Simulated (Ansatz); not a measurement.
Reactions of `C[N](C)[Y]([OH])[OH]`.

Computed with Ansatz on PBE0-D4/def2-TZVP structures; ΔE is electronic, products minus reactants. CBS: MP2 limit from def2 TZ/QZ plus the TZ coupled-cluster correction, frozen cores. This one scheme is used for every species. Functionals use def2-TZVPP. B3LYP here is the variant with VWN-RPA as its local correlation; programs differ in this. def2 core potentials past Kr. For Y outer-core shells are correlated without core-valence functions, which leaves a few kJ/mol of doubt a bond. One conformer a species, not always the lowest.

| reaction | B2PLYP (kJ/mol) | B3LYP-D4 (kJ/mol) | RPA@PBE/def2-TZVPP (kJ/mol) | ωB97M-V (kJ/mol) |
| --- | --- | --- | --- | --- |
| `C[N](C)[Y]([OH])[OH]` + H₂O → `[OH][Y]([OH])[OH]` + `CNC` | -83 | -81 | -70 | -83 |
| `C[N](C)[Y]([OH])[OH]` + H–F → `[OH][Y]([OH])[F]` + `CNC` | -142 | -143 | -122 | -143 |
| `C[N](C)[Y]([OH])[OH]` + CH₄ → `[CH3][Y]([OH])[OH]` + `CNC` | 125 | 126 | 126 | 118 |
| `C[N](C)[Y]([OH])[OH]` + `O[SiH3]` → `C[N](C)[Y]([OH])[O][SiH3]` + H₂O | -27 | -29 | -33 | -27 |

(1) Give the CCSD(T)/CBS values in the same order. (An estimate is asked.)

Largest T1 diagnostic: 0.014, for `[OH][Y]([OH])[F]`.

## Answers

(1) Ansatz gave: -76, -133, 123, -33 kJ/mol.
